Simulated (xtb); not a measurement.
xtb input (GFN2-xTB):

```bash
xtb mol.xyz --gfn 2 --sp --chrg -1 --uhf 0
```
mol.xyz:
```
3

Ga     0.00000000     0.00000000     0.00000000
O     -0.00000000    -0.00000000    -1.69587201
O      0.00000000     0.00000000     1.69587201
```

End of the output:

```
         :::::::::::::::::::::::::::::::::::::::::::::::::::::
         ::                     SUMMARY                     ::
         :::::::::::::::::::::::::::::::::::::::::::::::::::::
         :: total energy              -9.585186367540 Eh    ::
         :: gradient norm              0.034778937839 Eh/a0 ::
         :: HOMO-LUMO gap              3.632960139610 eV    ::
         ::.................................................::
         :: SCC energy                -9.599821762515 Eh    ::
         :: -> isotropic ES            0.181088719611 Eh    ::
         :: -> anisotropic ES          0.019385552649 Eh    ::
         :: -> anisotropic XC         -0.003254009979 Eh    ::
         :: -> dispersion             -0.001112210970 Eh    ::
         :: repulsion energy           0.014635394975 Eh    ::
         :: add. restraining           0.000000000000 Eh    ::
         :: total charge              -1.000000000000 e     ::
         :::::::::::::::::::::::::::::::::::::::::::::::::::::

           -------------------------------------------------
          |                Property Printout                |
           -------------------------------------------------

    * Orbital Energies and Occupations

         #    Occupation            Energy/Eh            Energy/eV
      -------------------------------------------------------------
         1        2.0000           -0.4386862             -11.9373
         2        2.0000           -0.4176452             -11.3647
         3        2.0000           -0.3202612              -8.7148
         4        2.0000           -0.2302199              -6.2646
         5        2.0000           -0.2302199              -6.2646
         6        2.0000           -0.2249644              -6.1216
         7        2.0000           -0.2249644              -6.1216
         8        2.0000           -0.2208068              -6.0085 (HOMO)
         9                         -0.0872980              -2.3755 (LUMO)
        10                          0.0975226               2.6537
        11                          0.0975226               2.6537
        12                          0.1413620               3.8467
        13                          0.1413620               3.8467
        14                          0.3578655               9.7380
Note: The following floating-point exceptions are signalling: IEEE_DENORMAL
normal termination of xtb
        15                          0.3578655               9.7380
        16                          0.7169455              19.5091
        17                          0.9141603              24.8756
      -------------------------------------------------------------
                  HL-Gap            0.1335088 Eh            3.6330 eV
             Fermi-level           -0.1540524 Eh           -4.1920 eV

     #   Z          covCN         q      C6AA      α(0)
     1  31 Ga       1.517    -0.046   232.255    34.950
     2   8 O        0.759    -0.477    23.330     6.473
     3   8 O        0.759    -0.477    23.330     6.473

 Mol. C6AA /au·bohr⁶  :        587.944071
 Mol. C8AA /au·bohr⁸  :      40489.617345
 Mol. α(0) /au        :         47.896929

Wiberg/Mayer (AO) data.
largest (>0.10) Wiberg bond orders for each atom

 ---------------------------------------------------------------------------
     #   Z sym  total        # sym  WBO       # sym  WBO       # sym  WBO
 ---------------------------------------------------------------------------
     1  31 Ga   3.705 --     2 O    1.853     3 O    1.853
     2   8 O    2.186 --     1 Ga   1.853     3 O    0.333
     3   8 O    2.186 --     1 Ga   1.853     2 O    0.333
 ---------------------------------------------------------------------------

Topologies differ in total number of bonds
Writing topology from bond orders to xtbtopo.mol

molecular dipole:
                 x           y           z       tot (Debye)
 q only:        0.000       0.000      -0.000
   full:       -0.000      -0.000      -0.000       0.000
molecular quadrupole (traceless):
                xx          xy          yy          xz          yz          zz
 q only:        4.899       0.000       4.899       0.000       0.000      -9.799
  q+dip:        5.257       0.000       5.257       0.000       0.000     -10.514
   full:        8.189      -0.000       8.189       0.000       0.000     -16.378

           -------------------------------------------------
          | TOTAL ENERGY               -9.585186367540 Eh   |
          | GRADIENT NORM               0.034778937839 Eh/α |
          | HOMO-LUMO GAP               3.632960139610 eV   |
           -------------------------------------------------

------------------------------------------------------------------------
------------------------------------------------------------------------
 total:
 SCF:
```

This state (charge -1, singlet) is run at the relaxed geometry of the species with charge 0 and multiplicity 2.
